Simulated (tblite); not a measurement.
A tight-binding relaxation on `C=CB1BNBN(C)BN1`.

Computed with GFN2-xTB geometry optimisation, gas phase (tblite 0.8.0). Start geometry: from a force field or distance geometry. The command runs a driver script over a list of jobs; the input below is this job's line of settings and its coordinates in Å.

Command:
```bash
OMP_NUM_THREADS=1 python probes_run.py task.json out
```

Input:
```
{"job": {"kind": "relax", "xc": "GFN2-xTB", "basis": "xTB"}, "charge": 0, "multiplicity": 1}
C     -3.777600    -0.185900    -0.147500
C     -2.705700    -0.472300     0.542700
B     -1.245200    -0.254700    -0.020500
B     -0.675900     1.284900     0.323800
N      0.778900     1.769500     0.383100
B      1.517100     1.090100    -0.767100
N      2.050500    -0.318500    -0.728900
C      3.089100    -0.319700     0.320000
B      0.987500    -1.361800    -0.476300
N     -0.507600    -1.416900    -0.572100
H     -4.760100    -0.366400     0.312000
H     -3.776000     0.223700    -1.146600
H     -2.795900    -0.884500     1.563600
H     -1.468600     2.167600     0.308100
H      0.824900     2.811000     0.328100
H      1.986100     1.737300    -1.618800
H      3.922100    -0.997000     0.055700
H      2.609900    -0.588900     1.292500
H      3.444400     0.727400     0.406200
H      1.433400    -2.295000     0.108900
H     -0.940200    -2.332800    -0.467600
```

Output:
```
step      E/eV     max force
  0    -700.67524    3.679
  1    -701.23772    2.684
  2    -701.66655    2.586
  3    -701.87990    1.229
  4    -702.01961    0.669
  5    -702.08567    0.642
  6    -702.17237    0.725
  7    -702.25230    0.714
  8    -702.31458    0.575
  9    -702.36129    0.621
... (124 lines left out)
134    -703.45923    0.025
135    -703.45940    0.029
136    -703.45954    0.030
137    -703.45969    0.032
138    -703.45983    0.035
139    -703.45995    0.026
140    -703.46005    0.028
141    -703.46011    0.013
142    -703.46015    0.014
143    -703.46017    0.009
```

«max force» is the largest atomic force in eV/Å.

**Question.** From which step on does the largest force stay under 0.1 eV/Å, and how much energy is left to gain from there?

**Answer.** From step 73 (0.098 eV/Å), 29.6 meV above the end.

Summary of the converged run: energy lowered by 64.2 kcal/mol over 143 steps; largest atomic force 0.009 eV/Å at the end.

Time: 1.2 s wall. Hardware: one thread of an Arm Neoverse V1, no GPU (shared host).
Labels such as C1 count atoms from 1, the log's own numbers from 0.
